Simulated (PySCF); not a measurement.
**Atomic charges by several schemes**

C6H6ClF2Si (charge +1).
Numbering: `[F:1][CH:2]([F:3])[C:4]1=[CH:5][CH:6]=[CH:7][CH2:8][Si+:9]1[Cl:10]` (hydrogens: H11 on C2; H12 on C5; H13 on C6; H14 on C7; H15, H16 on C8)

Geometry (GFN2-xTB, Å), atoms numbered from 1 in this order:
```
atom  x, y, z in Å
F1     2.7306   -1.5082    0.3597
C2     2.4480   -0.2748   -0.1260
F3     2.7795   -0.3122   -1.4395
C4     0.9643   -0.0244    0.0018
C5     0.4742    1.0302    0.7056
C6    -0.9118    1.3495    0.8879
C7    -1.9553    0.6609    0.3980
C8    -1.9070   -0.5790   -0.4393
Si9   -0.1717   -1.2269   -0.8389
Cl10   0.3225   -2.7915   -1.8829
H11    3.0894    0.4599    0.3790
H12    1.1790    1.7032    1.1783
H13   -1.1135    2.2306    1.4796
H14   -2.9550    1.0131    0.6120
H15   -2.5071   -1.3430    0.0698
H16   -2.4738   -0.3784   -1.3566
```

Density: PBE0/pcSseg-1 (PySCF); schemes: Mulliken, IAO, Hirshfeld and ESP-fitted. One conformer (not necessarily the lowest) at the GFN2-xTB geometry, without solvent, vibrations or thermal averaging.

**Question.** What partial charge does each atom carry?

**Answer.** In e:

| atom | environment | Mulliken | IAO | Hirshfeld | ESP-fitted |
| --- | --- | --- | --- | --- | --- |
| F1 | fluorine of a CF2 group | -0.282 | -0.288 | -0.091 | -0.166 |
| C2 | CHF2 carbon | +0.606 | +0.445 | +0.149 | +0.214 |
| F3 | fluorine of a CF2 group | -0.282 | -0.288 | -0.091 | -0.166 |
| C4 | fully substituted alkene carbon | -0.582 | -0.337 | -0.110 | -0.336 |
| C5 | alkene CH carbon | +0.086 | -0.030 | +0.044 | +0.283 |
| C6 | alkene CH carbon | -0.122 | -0.162 | -0.025 | -0.511 |
| C7 | alkene CH carbon | -0.070 | -0.057 | +0.032 | +0.296 |
| C8 | sp3 carbon bound to silicon | -0.553 | -0.566 | -0.120 | -0.499 |
| Si9 | silicon bonded to 2 C and Cl | +1.176 | +1.134 | +0.584 | +0.756 |
| Cl10 | chlorine bonded to Si | -0.056 | -0.061 | +0.101 | +0.087 |
| H11 | methine hydrogen | +0.135 | +0.172 | +0.076 | +0.169 |
| H12 | vinylic hydrogen | +0.155 | +0.197 | +0.093 | +0.129 |
| H13 | vinylic hydrogen | +0.149 | +0.194 | +0.081 | +0.239 |
| H14 | vinylic hydrogen | +0.169 | +0.197 | +0.089 | +0.097 |
| H15 | methylene hydrogen | +0.235 | +0.225 | +0.094 | +0.205 |
| H16 | methylene hydrogen | +0.235 | +0.225 | +0.094 | +0.205 |

Mean size of the charges over all atoms: Mulliken 0.306 e, IAO 0.286 e, ESP-fitted 0.272 e, Hirshfeld 0.117 e. Each set sums to the total charge, 1, to within 0.001 e. The ESP scheme is a least-squares fit of atom-centred charges to the potential on four shells outside the van der Waals surface, with the total charge fixed.

Lowest charge. The schemes don't all agree: Mulliken C4 (-0.582); IAO C8 (-0.566); Hirshfeld C8 (-0.120); ESP-fitted C6 (-0.511).

Highest charge. All schemes agree: Mulliken Si9 (+1.176); IAO Si9 (+1.134); Hirshfeld Si9 (+0.584); ESP-fitted Si9 (+0.756).

**Question.** Sum the charges by element, for elements with more than one atom.

**Answer.** 
| element | atoms | Mulliken | IAO | Hirshfeld | ESP-fitted |
| --- | --- | --- | --- | --- | --- |
| F | 2 | -0.565 | -0.577 | -0.182 | -0.333 |
| C | 6 | -0.634 | -0.707 | -0.029 | -0.552 |
| H | 6 | +1.079 | +1.211 | +0.527 | +1.042 |

**Question.** How many electrons does the IAO scheme count on F1?

**Answer.** Z − q = 9 − (-0.288) = 9.288.

**Question.** How closely do the schemes follow one another over all atoms?

**Answer.** Correlation coefficient and root-mean-square difference: Mulliken with IAO 0.98, 0.083 e; IAO with Hirshfeld 0.96, 0.231 e; Mulliken with Hirshfeld 0.94, 0.268 e; IAO with ESP-fitted 0.86, 0.196 e; Mulliken with ESP-fitted 0.85, 0.221 e; Hirshfeld with ESP-fitted 0.84, 0.204 e.

The run behind these numbers computed NMR shieldings as well. Time: 56 s of wall time (with the writing of density and orbital grids); peak memory 1.0 GiB. Hardware: one thread of an Arm Neoverse V1 (shared host).
